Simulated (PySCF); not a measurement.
Delta-SCF ions had no search for a lower state. Excitations are Tamm–Dancoff values on a coarser integration grid. The basis has no diffuse functions, so Rydberg states are missing or too high.

## C9H6BNS, SMILES `s1c2c(B)c(C#N)ccc2cc1` (charge 0, multiplicity 1)

Calculation: r2SCAN-D4/def2-TZVP // r2SCAN-D4/def2-SVP in PySCF 2.14.0.

HOMO: -6.32 eV
dipole moment: 6.13 D
HOMO–LUMO gap: 2.82 eV
LUMO: -3.50 eV
S1 excitation (TDA): 3.21 eV
S1 oscillator strength: 0.037
brightest of the four lowest singlets (TDA): 4.81 eV
T1 excitation (TDA): 2.41 eV
S1–T1 gap (TDA): 0.80 eV
vertical ionisation energy (Delta-SCF): 8.54 eV
total energy: -824.2367 Ha
cost: very roughly 80 core-minutes

```xyz
18

B     -1.5475     2.1166    -0.4534
C     -0.8780     0.7548    -0.1667
C     -1.6292    -0.4324     0.0610
C     -3.0610    -0.4083     0.0328
N     -4.2261    -0.4468     0.0217
C     -1.0068    -1.6756     0.3222
C      0.3769    -1.7763     0.3651
C      1.1764    -0.6373     0.1480
C      2.6046    -0.5180     0.1471
C      3.0141     0.7612    -0.1045
S      1.7034     1.8720    -0.3504
C      0.5277     0.6049    -0.1135
H     -0.8555     3.0884    -0.6387
H     -2.7458     2.2146    -0.4925
H     -1.6299    -2.5569     0.4901
H      0.8502    -2.7416     0.5677
H      3.2877    -1.3504     0.3264
H      4.0389     1.1310    -0.1625
```
